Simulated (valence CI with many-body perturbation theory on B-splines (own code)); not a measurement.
**E1 line list for Tc³⁶⁺**

Method: configuration interaction combined with many-body perturbation theory (CI+MBPT): five valence electrons over a frozen Dirac-Fock core [He], a basis of 11 s, 11 p, 10 d, 8 f, 5 g, 2 h functions for each j, with the one-electron correlation potential Σ1, the two-electron term Σ2, the three-electron term Σ3, Breit, model QED; selected CI, second order for the rest, scaled by the run's own slope (own B-spline code, finite nucleus).

The last digits are not significant, and no measured levels were compared; by estimate large intervals hold to a few tenths of a per cent, small ones and those within an open d or f shell to about a per cent. Among the levels kept, up to 11000 cm⁻¹ of a level comes from second order outside the variational space, and about a tenth of that is noise between levels of different J, which matters for small intervals.

Lines 51 to 100 of 579 in falling wavelength, among levels below 3457.2 eV, chosen from the strongest by gf and those to the six lowest levels. Wavelengths and rates use the calculated energies. Electric multipoles are in the length gauge, E1 and E2 with the static RPA response of the core. Weak lines are less certain than strong ones. Lines between different terms over intervals too small for the method are left out, as are lines whose strength nearly cancels. Where a level lies close to another of its J and parity, the split of strength between their lines is uncertain. The highest levels of a list are the least certain.

Levels are named by their leading jj configuration (3d3/2^4 stands for four electrons in 3d with j = 3/2), which in mixed levels can hold well under half, so a name can repeat and another be missing. Letters in brackets count levels of one name in rising energy.

| λ vac (Å) | Upper | Lower | A (s⁻¹) | log gf | Branch % |
| --- | --- | --- | --- | --- | --- |
| 186.0 | (2s^2 2p1/2 2p3/2 3p1/2) J=3/2 [b] | (2s^2 2p1/2 2p3/2 3s) J=5/2 | 6.21e+09 | -0.89 | 0.7 |
| 185.6 | (2s^2 2p1/2^2 3d5/2) J=5/2 | (2s^2 2p1/2^2 3p3/2) J=3/2 | 8.42e+09 | -0.58 | 0.0 |
| 185.4 | (2s 2p1/2 2p3/2^2 3d3/2) J=7/2 [a] | (2s 2p1/2 2p3/2^2 3p3/2) J=5/2 [a] | 4.65e+09 | -0.72 | 0.0 |
| 185.0 | (2s^2 2p1/2 2p3/2 3d5/2) J=7/2 [b] | (2s^2 2p1/2 2p3/2 3p3/2) J=5/2 [b] | 7.16e+09 | -0.53 | 0.0 |
| 184.0 | (2s^2 2p3/2^2 3d5/2) J=5/2 [b] | (2s^2 2p3/2^2 3p3/2) J=3/2 [b] | 6.30e+09 | -0.72 | 0.0 |
| 182.6 | (2s 2p1/2 2p3/2^2 3d3/2) J=5/2 [c] | (2s 2p1/2 2p3/2^2 3p3/2) J=3/2 [d] | 3.06e+09 | -1.04 | 0.0 |
| 181.9 | (2s 2p1/2 2p3/2^2 3p1/2) J=5/2 [b] | (2s 2p1/2 2p3/2^2 3s) J=7/2 | 7.24e+09 | -0.67 | 0.0 |
| 178.6 | (2s 2p1/2^2 2p3/2 3d5/2) J=5/2 [a] | (2s 2p1/2^2 2p3/2 3p3/2) J=3/2 [a] | 6.31e+09 | -0.74 | 0.0 |
| 176.9 | (2s 2p1/2^2 2p3/2 3d5/2) J=7/2 [a] | (2s 2p1/2^2 2p3/2 3p3/2) J=5/2 [a] | 9.02e+09 | -0.47 | 0.0 |
| 176.6 | (2s^2 2p1/2 2p3/2 3d5/2) J=3/2 [a] | (2s^2 2p1/2 2p3/2 3p3/2) J=1/2 [a] | 5.66e+09 | -0.98 | 0.0 |
| 173.8 | (2s 2p1/2 2p3/2^2 3p3/2) J=5/2 [a] | (2s 2p1/2 2p3/2^2 3s) J=3/2 [a] | 5.43e+09 | -0.83 | 0.0 |
| 172.7 | (2s^2 2p1/2 2p3/2 3d5/2) J=5/2 [b] | (2s^2 2p1/2 2p3/2 3p3/2) J=3/2 [b] | 6.95e+09 | -0.73 | 0.0 |
| 172.1 | (2s 2p1/2^2 2p3/2 3d5/2) J=3/2 [a] | (2s 2p1/2^2 2p3/2 3p3/2) J=3/2 [a] | 5.38e+09 | -1.02 | 0.0 |
| 171.6 | (2s 2p1/2 2p3/2^2 3d5/2) J=3/2 [e] | (2s 2p1/2 2p3/2^2 3p3/2) J=1/2 [c] | 5.73e+09 | -0.99 | 0.0 |
| 170.8 | (2s^2 2p1/2 2p3/2 3d3/2) J=5/2 [b] | (2s^2 2p1/2 2p3/2 3p3/2) J=3/2 [a] | 4.04e+09 | -0.97 | 0.0 |
| 167.2 | (2s 2p1/2 2p3/2^2 3p3/2) J=7/2 [b] | (2s 2p1/2 2p3/2^2 3s) J=5/2 [b] | 7.38e+09 | -0.61 | 0.0 |
| 165.7 | (2s 2p1/2^2 2p3/2 3p3/2) J=3/2 [a] | (2s 2p1/2^2 2p3/2 3s) J=3/2 [a] | 1.14e+10 | -0.73 | 0.0 |
| 158.7 | (2s^2 2p3/2^2 3p3/2) J=5/2 | (2s^2 2p1/2 2p3/2 3d3/2) J=3/2 [a] | 4.02e+09 | -1.04 | 1.3 |
| 158.7 | (2s 2p1/2 2p3/2^2 3d3/2) J=7/2 [b] | (2s 2p1/2 2p3/2^2 3p1/2) J=5/2 [b] | 4.13e+09 | -0.90 | 0.0 |
| 158.1 | (2s 2p3/2^3 3p3/2) J=3/2 | (2s 2p3/2^3 3s) J=3/2 [a] | 1.20e+10 | -0.74 | 0.0 |
| 157.8 | (2s 2p1/2 2p3/2^2 3d5/2) J=3/2 [a] | (2s 2p1/2 2p3/2^2 3p3/2) J=1/2 [a] | 5.30e+09 | -1.10 | 0.0 |
| 155.4 | (2s 2p1/2 2p3/2^2 3p3/2) J=3/2 [b] | (2s 2p1/2 2p3/2^2 3s) J=5/2 [b] | 9.47e+09 | -0.86 | 0.0 |
| 155.3 | (2s^2 2p3/2^2 3p3/2) J=5/2 | (2s^2 2p3/2^2 3s) J=3/2 | 4.24e+09 | -1.04 | 1.4 |
| 153.0 | (2s 2p3/2^3 3p3/2) J=5/2 [a] | (2s 2p3/2^3 3s) J=3/2 [a] | 6.20e+09 | -0.88 | 0.0 |
| 152.8 | (2s 2p1/2 2p3/2^2 3d5/2) J=7/2 [b] | (2s 2p1/2 2p3/2^2 3p3/2) J=7/2 [b] | 4.11e+09 | -0.94 | 0.0 |
| 152.7 | (2s 2p1/2 2p3/2^2 3d3/2) J=5/2 [d] | (2s 2p1/2 2p3/2^2 3p3/2) J=3/2 [c] | 3.79e+09 | -1.10 | 0.0 |
| 151.9 | (2s 2p3/2^3 3p3/2) J=5/2 [b] | (2s 2p3/2^3 3s) J=3/2 [b] | 1.15e+10 | -0.62 | 0.0 |
| 151.0 | (2s 2p1/2 2p3/2^2 3p3/2) J=7/2 [c] | (2s 2p1/2 2p3/2^2 3s) J=5/2 [c] | 1.89e+10 | -0.29 | 0.1 |
| 150.9 | (2s 2p1/2 2p3/2^2 3d5/2) J=5/2 [b] | (2s 2p1/2 2p3/2^2 3p1/2) J=3/2 [b] | 5.08e+09 | -0.98 | 0.0 |
| 150.7 | (2s 2p1/2 2p3/2^2 3d3/2) J=5/2 [b] | (2s 2p1/2 2p3/2^2 3p1/2) J=5/2 [b] | 7.52e+09 | -0.81 | 0.0 |
| 150.3 | (2s 2p1/2 2p3/2^2 3p3/2) J=9/2 | (2s 2p1/2^2 2p3/2 3d3/2) J=7/2 | 2.71e+09 | -1.04 | 2.4 |
| 149.7 | (2s 2p1/2 2p3/2^2 3p3/2) J=5/2 [c] | (2s 2p1/2 2p3/2^2 3s) J=3/2 [b] | 1.72e+10 | -0.46 | 0.1 |
| 149.7 | (2s 2p1/2^2 2p3/2 3p3/2) J=5/2 [a] | (2s 2p1/2^2 2p3/2 3s) J=3/2 [a] | 1.28e+10 | -0.59 | 0.0 |
| 149.0 | (2s 2p1/2^2 2p3/2 3p3/2) J=5/2 [b] | (2s 2p1/2^2 2p3/2 3s) J=3/2 [b] | 1.95e+10 | -0.41 | 0.1 |
| 147.9 | (2s 2p3/2^3 3p3/2) J=7/2 | (2s 2p3/2^3 3s) J=5/2 | 1.71e+10 | -0.35 | 1.4 |
| 147.8 | (2s 2p1/2 2p3/2^2 3d3/2) J=5/2 [a] | (2s 2p1/2 2p3/2^2 3p1/2) J=5/2 [a] | 6.99e+09 | -0.86 | 0.0 |
| 146.9 | (2s 2p1/2 2p3/2^2 3p3/2) J=3/2 [d] | (2s 2p1/2 2p3/2^2 3s) J=1/2 [b] | 1.16e+10 | -0.82 | 0.1 |
| 146.7 | (2s^2 2p3/2^2 3p3/2) J=5/2 | (2s^2 2p3/2^2 3s) J=5/2 | 8.38e+09 | -0.79 | 2.8 |
| 146.2 | (2s 2p1/2 2p3/2^2 3d3/2) J=3/2 [b] | (2s 2p1/2 2p3/2^2 3p1/2) J=5/2 [b] | 1.13e+10 | -0.84 | 0.0 |
| 145.9 | (2s^2 2p1/2 2p3/2 3p3/2) J=5/2 [a] | (2s^2 2p1/2 2p3/2 3s) J=3/2 [a] | 1.84e+10 | -0.45 | 5.9 |
| 145.6 | (2s^2 2p3/2^2 3p3/2) J=7/2 | (2s^2 2p3/2^2 3s) J=5/2 | 1.88e+10 | -0.32 | 8.4 |
| 145.3 | (2s 2p3/2^3 3p3/2) J=5/2 [b] | (2s 2p1/2 2p3/2^2 3d5/2) J=3/2 [c] | 4.83e+09 | -1.04 | 0.0 |
| 145.2 | (2s 2p1/2^2 2p3/2 3d3/2) J=5/2 [a] | (2s 2p1/2^2 2p3/2 3p1/2) J=5/2 | 8.47e+09 | -0.79 | 0.1 |
| 145.1 | (2s 2p1/2^2 2p3/2 3p3/2) J=7/2 | (2s 2p1/2^2 2p3/2 3s) J=5/2 | 2.38e+10 | -0.22 | 3.7 |
| 144.5 | (2s^2 2p3/2^2 3d5/2) J=3/2 | (2s^2 2p3/2^2 3p3/2) J=1/2 | 6.36e+09 | -1.10 | 0.0 |
| 144.4 | (2s^2 2p1/2 2p3/2 3p3/2) J=7/2 | (2s^2 2p1/2 2p3/2 3s) J=5/2 | 2.13e+10 | -0.27 | 15.1 |
| 143.8 | (2s 2p1/2 2p3/2^2 3p3/2) J=9/2 | (2s 2p1/2 2p3/2^2 3s) J=7/2 | 2.17e+10 | -0.17 | 19.1 |
| 143.6 | (2s 2p1/2 2p3/2^2 3p3/2) J=5/2 [a] | (2s 2p1/2 2p3/2^2 3s) J=5/2 [a] | 9.11e+09 | -0.77 | 0.0 |
| 143.4 | (2s 2p1/2 2p3/2^2 3p3/2) J=7/2 [a] | (2s 2p1/2 2p3/2^2 3s) J=5/2 [a] | 2.21e+10 | -0.26 | 0.3 |
| 143.0 | (2s^2 2p1/2 2p3/2 3p3/2) J=3/2 [b] | (2s^2 2p1/2 2p3/2 3s) J=3/2 [b] | 1.05e+10 | -0.89 | 0.7 |

Task: How does gf follow from A for the line at 146.2 Å?

Result: gf = 1.4992 × (2J+1)_upper × A / σ², with σ = 683824 cm⁻¹ and 2J+1 = 4: gf = 0.145.
